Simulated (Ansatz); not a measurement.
Reaction (ligand exchange at a B–S bond): `CB([SiH3])S` + CH₃NH₂ → `CNB(C)[SiH3]` + H₂S

Calculated with Ansatz (gas phase, PBE0-D4/def2-TZVP geometries, no zero-point term in ΔE). CCSD(T)/CBS is the MP2 limit (def2-TZVPP, def2-QZVPP) plus CCSD(T) − MP2 in def2-TZVPP, frozen cores. This one scheme is used for every species. Functionals use def2-TZVPP. B3LYP here is the variant with VWN-RPA as its local correlation; programs differ in this. HSE06 is defined as in plane-wave codes. Each species was taken in one conformer, which may not be the lowest.

Task: Is it downhill or uphill in electronic energy at CCSD(T)/CBS, and by how much? (An estimate is asked.)

Result: The calculation gave: Downhill: ΔE = -0.51 eV.

Task: What do these levels give: r2SCANh-D4, HSE06-D4, B2PLYP, B3LYP, HSE06, BHLYP, RPA@PBE/def2-TZVPP, CCSD/def2-SVP, HF/def2-TZVPP, SCS-MP2/def2-TZVPP, CCSD(T)/def2-TZVPP, SCS-MP2/def2-QZVPP? (An estimate is asked.)

Result: The calculation gave: r2SCANh-D4 -0.47, HSE06-D4 -0.47, B2PLYP -0.51, B3LYP -0.52, HSE06 -0.46, BHLYP -0.53, RPA@PBE/def2-TZVPP -0.53, CCSD/def2-SVP -0.61, HF/def2-TZVPP -0.49, SCS-MP2/def2-TZVPP -0.52, CCSD(T)/def2-TZVPP -0.53, SCS-MP2/def2-QZVPP -0.51 eV.

Largest T1 diagnostic among the species: 0.014.

At CCSD(T), def2-SVP lies −0.10 eV from the extrapolated value and def2-TZVPP −0.02 eV. Leaving LDA and LC-ωPBE aside and taking each functional with its dispersion term where it has one, the values, not all of them listed here, spread over 0.12 eV, from CAM-B3LYP-D4 to revPBE-D4. LDA lies −0.13 eV from PBE without D4.
